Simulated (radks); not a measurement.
These are the eigenvalues of the occupied orbitals of an atom or ion with whole-number occupations (hartree). Calculated with a radial shooting solver on a logarithmic mesh with Libxc functionals: scalar-relativistic Kohn-Sham, PBE, spin-unpolarised, spherical densities, finite nucleus; Fermi nuclear charge, rms radius of each element as measured or else 0.836 A^(1/3) + 0.57 fm.

| orbital | eigenvalue |
|---|---|
| 1s | -847.9850 |
| 2s | -124.1040 |
| 2p | -111.3649 |
| 3s | -23.28902 |
| 3p | -19.10045 |
| 3d | -12.40396 |
| 4s | -4.35607 |
| 4p | -3.16317 |
| 4d | -1.45201 |

Which element is it, and in what charge state? The configuration may be excited.

Answer. Z = 45, rhodium, charge +3: Rh3+ in [Kr] 4d6. The list shows which subshells hold electrons but not how many an open one holds; the 1s level, -847.98 hartree, gives Z - s = 41.2 by -(Z - s)^2/2, which with screening and relativity narrows Z to a few neighbours, and the depths of the outer levels then fix element, charge and occupations together.
